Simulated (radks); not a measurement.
Results of a calculation; reference values are marked as such.
The molybdenum ion Mo+, configuration [Kr] 4d2.5 5s0.5 5p2 (fractional occupations, a model configuration). Level of theory: non-relativistic Kohn-Sham, PBEsol, spin-polarised, spherical densities, point nucleus; open shells are filled with parallel spins first (spin-orbit coupling, left out, can overturn this in heavy ions); relativity is left out, which matters for an element this heavy (a radial shooting solver on a logarithmic mesh with Libxc functionals).

Radial electron density D(r) = 4 pi r^2 rho(r):

```
   r/bohr * D(r) (the largest magnitude, 64.6, reaches the edge; | marks zero)
 0.003813 |     *
 0.004404 |      *
 0.005086 |        *
 0.005874 |           *
 0.006838 |              *
 0.007897 |                 *
 0.009121 |                    *
  0.01053 |                        *
  0.01216 |                             *
  0.01405 |                                 *
  0.01622 |                                     *
  0.01874 |                                        *
  0.02181 |                                          *
  0.02519 |                                           *
  0.02909 |                                           *
   0.0336 |                                          *
   0.0388 |                                       *
  0.04481 |                                      *
  0.05176 |                                     *
  0.05977 |                                      *
  0.06958 |                                          *
  0.08036 |                                              *
  0.09281 |                                                   *
   0.1072 |                                                      *
   0.1238 |                                                     *
    0.143 |                                                 *
   0.1651 |                                          *
   0.1907 |                                     *
    0.222 |                                  *
   0.2563 |                                    *
   0.2961 |                                       *
   0.3419 |                                         *
   0.3949 |                                       *
    0.456 |                                *
   0.5267 |                       *
   0.6082 |               *
   0.7081 |          *
   0.8177 |         *
   0.9444 |         *
    1.091 |        *
     1.26 |       *
    1.455 |     *
     1.68 |   *
     1.94 | *
    2.259 | *
    2.609 |*
    3.013 |*
    3.479 |*
    4.018 |*
     4.64 *
    5.359 *
    6.189 *
    7.205 *
    8.321 *
     9.61 *
```

D(r) has 4 maxima, at r = 0.0262, 0.112, 0.345, 0.975 bohr, and minima at 0.0513, 0.224, 0.858 bohr, inside which lie 2.05, 11.16, 29.38 electrons.
